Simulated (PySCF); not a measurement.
C₂Hf, neutral, multiplicity 3. Atoms are numbered in the order given.

```xyz
3

Hf     0.0000     0.0000     0.2849
C      0.0000    -0.6337    -1.7095
C      0.0000     0.6337    -1.7095
```
Charge 0, spin multiplicity 3.

The structure is a stationary point at PBE0-D3(BJ)/def2-TZVP. The spin state was assumed, not searched. The def2 effective core potentials stand for the cores of Hf; spin–orbit coupling is left out.

Computed with PBE0/def2-TZVPD run with PySCF.

Mulliken values depend strongly on the basis, most of all with diffuse functions as here. ESP charges are fitted to the potential on shells at 1.4 to 2.0 van der Waals radii. Atomic charges (e):

| atom | Mulliken | ESP fit | Mulliken spin |
|---|---|---|---|
| Hf1 | 0.50 | 0.60 | 2.05 |
| C2 | -0.25 | -0.30 | -0.02 |
| C3 | -0.25 | -0.30 | -0.02 |
